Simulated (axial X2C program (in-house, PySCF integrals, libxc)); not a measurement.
**Nuclear properties of TeH⁻**

Computed with an axial X2C code built on PySCF integrals: two-component X2C with atomic mean-field Coulomb and Gaunt terms, Gaussian nuclei, basis Te dyall-acv3z, H dyall-av3z with contracted cores.

R = 1.671 Å (near the PBE0 minimum at charge -1 of the determinant lowest at the starting distance; the state shown can have its own minimum elsewhere).

Input and command:
```json
{"zs": [52, 1], "q": -1, "bas": ["dyall-acv3z", "dyall-av3z"], "r0": 1.68, "levels": ["PBE0", "HF", "BHandHLYP", "LDA", "B3LYP"], "nst": 3}
```
```bash
python soeom.py task.json out
```

Keys: zs atomic numbers; q charge; bas basis sets; r0 starting distance in Å; levels methods; nst determinants followed.

Determinant lowest in the PBE0 search, Ω = 0 (closed shell), highest spinor 84% Te p, 11% H p, 4% H d:

| level | qzz Te (a.u.) | qzz H (a.u.) |
| --- | --- | --- |
| PBE0 | 7.55 | 0.14 |
| HF | 7.98 | 0.15 |
| BHandHLYP | 7.96 | 0.14 |
| LDA | 7.32 | 0.14 |
| B3LYP | 7.74 | 0.14 |

Determinant 2.31 eV from it at PBE0 and this distance, Ω = 2 (⟨Sz⟩ = 1.00, ⟨Lz⟩ = 1.00 at PBE0), spin on the atoms Te 0.00, H 1.00:

```csv
level,Eeff magnitude (GV/cm),Ws magnitude Te (kHz),A∥/gI Te (MHz),qzz Te (a.u.),A∥/gI H (MHz),qzz H (a.u.)
PBE0,4.36,1.3,648,2.88,2.19,0.13
BHandHLYP,4.63,1.38,691,3.22,1.84,0.13
LDA,4.45,1.33,743,2.19,3.56,0.12
B3LYP,4.54,1.36,706,2.88,3.15,0.13
```

Eeff is the effective electric field on the electron electric dipole moment in this Ω state and Ws the scalar–pseudoscalar constant of the nucleus named (defined with the proton number Z and per Ω); A∥ (defined per Ω) follows by multiplying with gI = μI/(I μN); qzz is the electric field gradient, eQq0 = 234.96 MHz × Q/barn × qzz. The operators were transformed with the bare-nucleus X2C matrices; with these basis sets, hyperfine constants and field gradients can be off by tens of per cent, and where levels differ in sign neither size nor sign is settled.

Each state is one determinant with collinear spin, which with several unpaired electrons need not be a pure state. For an anion, determinants above electron detachment, or with a positive highest level, are held by the basis set. With several open shells hyperfine constants can be off by a factor of several. Open-shell Ω = 0 determinants with evenly filled partner blocks cannot be reached by this program, so the Ω shown need not be the lowest component. Left out as unconverged or as another state under the same occupation: HF in at least one table. The search compared states at one distance, so a state with another bond length can lie lower. Further determinants of the search, some of them spin-mixed, are not shown. PBE0 term energies can be off by some tenths of an eV.
